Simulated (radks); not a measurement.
Question: Hf XXV, configuration [Kr] 4d10 4f2. All-electron calculation, Dirac Kohn-Sham, LB94 model potential, spin-unpolarised, spherical densities, finite nucleus; open shells fill j = l - 1/2 first; Fermi nuclear charge, rms radius 5.347 fm. Program: a radial shooting solver on a logarithmic mesh with Libxc functionals. Some entries of the table are withheld. Estimate them.

orbital  occ.  eigenvalue (eV)  <r^2> (bohr^2)  <r> (bohr)
1s1/2       2        -66167.11       0.0004939     0.01897
2s1/2       2        -11960.43        0.007562     0.07967
2p1/2       2        -11467.67        0.005410     0.06598
2p3/2       4        -10266.77        0.006616     0.07373
3s1/2       2              (1)         0.04928      0.2075
3p1/2       2        -3110.349         0.04529      0.1973
3p3/2       4        -2852.355         0.05176      0.2114
3d3/2       4        -2475.853         0.04032      0.1854
3d5/2       6        -2419.582         0.04210      0.1898
4s1/2       2        -1230.365          0.2264      0.4484
4p1/2       2        -1138.570          0.2295      0.4498
4p3/2       4        -1071.329          0.2567      0.4763
4d3/2       4        -918.7760          0.2608      0.4769
4d5/2       6        -905.2071          0.2692      0.4848
4f5/2       2        -717.5503             (2)      0.4706
4f7/2       0        -714.2811             (3)      0.4740

Answer: 
(1) 3s1/2 eigenvalue (eV): -3331.020
(2) 4f5/2 <r^2> (bohr^2): 0.2555
(3) 4f7/2 <r^2> (bohr^2): 0.2589
